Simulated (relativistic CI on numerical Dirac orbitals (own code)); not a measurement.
Hf⁵⁴⁺: sensitivity of the levels to the model

Base calculation: Dirac-Coulomb-Breit CI, KLI orbitals optimised for each configuration, model QED, unscaled Slater integrals.

CI space (outside the closed core [Ne]): 3s²3p⁶, 3s²3p⁵3d, 3s3p⁶3d, 3s²3p⁵4s, 3s²3p⁵4p, 3s²3p⁵4d, 3s3p⁶4s, 3p⁶3d4p, 3p⁶3d², 3p⁵3d³, 3p⁵3d²4s, 3p⁵3d²4p, 3p⁵3d²4d, 3p⁶3d4s, 3p⁵3d4s², 3p⁵3d4s4p, 3p⁵3d4s4d. Double excitations out of closed p, d and f shells are left out; levels of such configurations are missing from the list, as are those of other unlisted configurations, and high levels can miss mixing partners.

Variants: (1) Breit term removed. Shifts of the energy above 3s²3p⁶ ¹S0, in eV, for the lowest level and the first level of each name with at least 55 % of one term (blank where a level changes its place among those of its configuration and J or its character, or is not in the variant):

| Level | Base | Δ(1) |
| --- | --- | --- |
| 3s²3p⁶ ¹S0 | 0.00 | 0.00 |
| 3s²3p⁵3d ³P°0 | 228.74 | +1.02 |
| 3s²3p⁵3d ³P°1 | 239.55 | +1.55 |
| 3s²3p⁵3d ³F°3 | 243.95 | +2.01 |
| 3s²3p⁵3d ³F°4 | 305.65 | +3.90 |
| 3s²3p⁵3d ³D°3 | 322.07 | +3.37 |
| 3s²3p⁵3d ³F°2 | 542.36 | +5.24 |
| 3s3p⁶3d ³D1 | 753.58 | +1.31 |
| 3s3p⁶3d ³D2 | 759.95 | +1.64 |
| 3s3p⁶3d ³D3 | 822.28 | +3.42 |
| 3s3p⁶3d ¹D2 | 835.95 | +3.14 |
| 3p⁶3d² ³F2 | 1523.10 | +2.90 |
| 3p⁶3d² ³P0 | 1546.77 | +2.07 |
| 3p⁶3d² ³F3 | 1587.99 | +4.77 |

At this charge energies of transitions that change n are usually good to better than 1 %, and those within a shell (Δn = 0) to a few per cent.

Ionisation energy from the two ground configurations alone: base 5350.32 eV; Breit term removed 5355.96 eV. The NIST ASD value (theoretical) is 5350 eV.

LS names give the leading component of a level, which can be under half, so a name can repeat, a term be missing and a line seem to break the LS rules.
